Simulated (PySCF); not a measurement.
Compound: C7H4ClO2 (doublet state).
SMILES: `[O]C(=O)C1=CC=C(Cl)C=C1`

Level of theory: PBE0-D3(BJ)/def2-SVP geometry optimisation, gas phase in PySCF 2.14.0.

Take the most abundant isotopes and a rigid rotor. 

What are A, B and C (GHz)?

Ia = 123.98, Ib = 906.38, Ic = 1030.34 u·Å²; 505379 MHz·u·Å²/I gives 4076, 557.6 and 490.5 MHz, that is A = 4.0764, B = 0.5576, C = 0.4905 GHz.

What kind of rotor is it?

A near-prolate asymmetric top: κ = (2 × 557.6 − 4076 − 490.5)/(4076 − 490.5) = -0.96.

What does the inertial defect say?

Planar: Δ = Ic − Ia − Ib = -0.02 u·Å². For a rigid frame Δ = −2 Σ m c², so it vanishes when all atoms lie in the ab plane; here none is more than 0.02 Å from it.

Which types of transition are allowed, and where do some lines up to J = 3 fall?

The dipole components are |μa| = 2.88 D, |μb| = 0.00 D, |μc| = 0.00 D; the symmetry axis of this C2v structure is a, so μb and μc vanish by symmetry and there are no b-type or c-type lines. Some lines, for components of 0.1 D or more:

```csv
type,branch,"J(Ka,Kc)",MHz,lower level (cm⁻¹)
a,Q,"3(1,2) ← 3(1,3)",402,0.322
a,R,"1(0,1) ← 0(0,0)",1048,0.000
a,R,"2(1,2) ← 1(1,1)",2029,0.152
a,R,"2(0,2) ← 1(0,1)",2095,0.035
a,R,"2(1,1) ← 1(1,0)",2163,0.155
a,R,"3(1,3) ← 2(1,2)",3043,0.220
a,R,"3(0,3) ← 2(0,2)",3140,0.105
a,R,"3(2,2) ← 2(2,1)",3144,0.579
a,R,"3(2,1) ← 2(2,0)",3148,0.579
a,R,"3(1,2) ← 2(1,1)",3244,0.227
```

For this open shell read J as N, the rotation without spin; fine and hyperfine splittings come on top. Whether it is a minimum is left open (no frequencies). ⟨S²⟩ = 0.757 (exact for a doublet: 0.75). These are rigid-rotor constants of the computed structure; measured ground-state constants (B0) also hold zero-point vibration. Quadrupole hyperfine structure (35Cl) is left out.

Shape of the structure used: `[O:1][C:2](=[O:3])[c:4]1[cH:5][cH:6][c:7]([Cl:8])[cH:9][cH:10]1`: O1–C2–C4–C5 1°.
